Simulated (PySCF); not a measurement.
C4H10B2F2O.
Numbering: `[BH3-:1][O+:2]1[CH2:3][CH2:4][CH2:5][C@H:6]1[B:7]([F:8])[F:9]` (hydrogens: H10, H11, H12 on B1; H13, H14 on C3; H15, H16 on C4; H17, H18 on C5; H19 on C6)

Structure used (PBE0-D3(BJ)/def2-SVP), in Å, numbered top down from 1:
```xyz
19
C4H10B2F2O angstrom
B      1.7795    1.0766    0.0384
O      0.6398    0.0311    0.2585
C      0.7252   -1.3927    0.3695
C     -0.7412   -1.8442    0.2915
C     -1.5516   -0.5546    0.0289
C     -0.5155    0.3956   -0.5324
B     -0.5474    1.9823   -0.2759
F     -0.7287    2.8145   -1.3054
F     -0.9662    2.3994    0.9255
H      2.4786    1.1189    1.0278
H      2.3148    0.8601   -1.0339
H      1.0756    2.1263   -0.0455
H      1.2290   -1.6145    1.3191
H      1.3365   -1.7724   -0.4650
H     -1.0634   -2.3368    1.2190
H     -0.8699   -2.5684   -0.5253
H     -2.3905   -0.7174   -0.6606
H     -1.9540   -0.1489    0.9688
H     -0.2820    0.1659   -1.5888
```

All values: PBE0/pcSseg-1 (PySCF, non-relativistic), on one gas-phase PBE0-D3(BJ)/def2-SVP geometry that isn't relaxed in the solvent. The solvent is an IEF-PCM continuum (Bondi radii, 1.10 Å for H, scaled by 1.2). Only the electrostatic response of the medium enters.

```tsv
run	E − E(gas) (kcal/mol)	HOMO (eV)	HOMO–LUMO gap (eV)	dipole (D)
gas	0.00	-8.36	8.45	5.82
P	-5.39	-8.38	8.49	6.72
Q	-7.04	-8.38	8.48	7.01
```

Q: The runs were made in acetone and chloroform. Which run belongs to which solvent?

A: P = chloroform, Q = acetone. The dielectric constants are 4.711 (chloroform), 20.49 (acetone), and the energy falls further as ε rises. In this model the ground state sees the solvent through ε alone.

Q: How constant is the ratio of the lowering to (ε − 1)/(2ε + 1)?

A: 
| solvent | (ε − 1)/(2ε + 1) | E − E(gas) (kcal/mol) | ratio (kcal/mol) | polarisation term (kcal/mol) |
| --- | --- | --- | --- | --- |
| chloroform | 0.356 | -5.39 | -15.1 | -6.02 |
| acetone | 0.464 | -7.04 | -15.2 | -8.14 |

The ratio changes by +0.1 % in size from chloroform to acetone. The polarisation term is half the interaction of the solute with the induced surface charges.

Hardware: Arm Neoverse V1, one thread, no GPU, shared host with 32 logical CPUs at a one-minute load of 14. Cost: 37 s, 1.2 GiB resident at most. This is the whole shielding run at PBE0/pcSseg-1 in acetone, SCF included.
